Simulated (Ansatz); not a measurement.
Geometry optimisation, Ansatz 0.2.0, DFT r2SCAN, scalar-relativistic, plane waves, PAW.

Input:

```yaml
accuracy: low
crystal:
  lattice:
    - [8.1, 0.0, 0.0]
    - [0.0, 5.727565, 0.0]
    - [0.0, 0.0, 17.295674]
  atoms:
    - { symbol: Al, position: [0.25, 0.25, 0.0578179] }
    - { symbol: Al, position: [0.75, 0.25, 0.0578179] }
    - { symbol: Al, position: [0.25, 0.75, 0.0578179] }
    - { symbol: Al, position: [0.75, 0.75, 0.0578179] }
    - { symbol: Al, position: [0.0, 0.0, 0.1406069] }
    - { symbol: Al, position: [0.5, 0.0, 0.1406069] }
    - { symbol: Al, position: [0.0, 0.5, 0.1406069] }
    - { symbol: Al, position: [0.5, 0.5, 0.1406069] }
    - { symbol: Al, position: [0.25, 0.25, 0.2233959] }
    - { symbol: Al, position: [0.75, 0.25, 0.2233959] }
    - { symbol: Al, position: [0.25, 0.75, 0.2233959] }
    - { symbol: Al, position: [0.75, 0.75, 0.2233959] }
    - { symbol: Al, position: [0.0, 0.0, 0.3061849] }
    - { symbol: Al, position: [0.5, 0.0, 0.3061849] }
    - { symbol: Al, position: [0.0, 0.5, 0.3061849] }
    - { symbol: Al, position: [0.5, 0.5, 0.3061849] }
    - { symbol: C, position: [0.6695511, 0.8481449, 0.3749882] }
    - { symbol: H, position: [0.6824715, 1.0270463, 0.3958027] }
    - { symbol: H, position: [0.5537203, 0.7736144, 0.3958027] }
    - { symbol: H, position: [0.7723361, 0.7420371, 0.3958027] }
basis:
  ecutwfc: 500.0
kpoints:
  mp_grid: { grid: [2, 3, 1] }
hamiltonian:
  xc: r2scan
  pseudopotentials: { kind: paw, azcp: { folder: soft_1 } }
scf:
  occupations: { method: fermi_dirac, width: 0.1 }
  lower_state_search: "off"
relax:
  f_tol: 0.08
  max_steps: 25
  adjacent_minimum: "off"
  constraints: [{ sites: [0, 1, 2, 3] }]
```

Command:

```bash
$ ansatz run input.yaml --threads 2 --pin off --max-ram 5120MiB --backend cpu --events-out ev --progress --plain --runs-dir out
```

**Question.** Where does it end, and by what steps?

**Answer.** It converged. The force dipped under the threshold on the way, but the program's further checks kept it going. Limits of this set-up: coarse k mesh, thin slab, slab without dipole correction, odd electron count without spin, low accuracy level. After 14 steps the energy has fallen by 2.687 eV; H19 moved furthest, 1.72 Å.

```csv
step,energy less start (eV),largest force component (eV/Å),accepted
0,0.0000,1.689,yes
1,-0.9514,1.181,yes
2,-1.5933,0.990,yes
3,-2.0689,1.081,yes
4,-2.3384,0.725,yes
5,-2.4700,0.312,yes
6,-2.5407,0.134,yes
7,-2.5930,0.104,yes
8,-2.6333,0.078,yes
9,-2.6602,0.117,yes
10,-2.6768,0.113,yes
11,-2.6812,0.102,yes
12,-2.6861,0.111,yes
13,-2.6871,0.043,yes
14,-2.6871,0.044,yes
```

```xyz
20
Lattice="8.1000 0.0000 0.0000 0.0000 5.7276 0.0000 0.0000 0.0000 17.2957" Properties=species:S:1:pos:R:3
Al 2.025 1.432 1.000
Al 6.075 1.432 1.000
Al 2.025 4.296 1.000
Al 6.075 4.296 1.000
Al 0.001 0.000 2.248
Al 4.051 0.000 2.261
Al 0.001 2.865 2.237
Al 4.050 2.863 2.123
Al 2.028 1.426 3.686
Al 6.078 1.429 3.683
Al 2.027 4.305 3.684
Al 6.078 4.302 3.681
Al 0.000 0.001 4.938
Al 4.061 0.010 5.028
Al 0.004 2.867 4.939
Al 4.049 2.868 4.756
C 4.076 5.684 7.009
H 4.266 6.671 7.439
H 3.111 5.328 7.377
H 4.852 4.999 7.363
```

Run time: 5.3 min on 2 threads of Arm Neoverse V1 (shared host), peak memory 1.4 GiB.
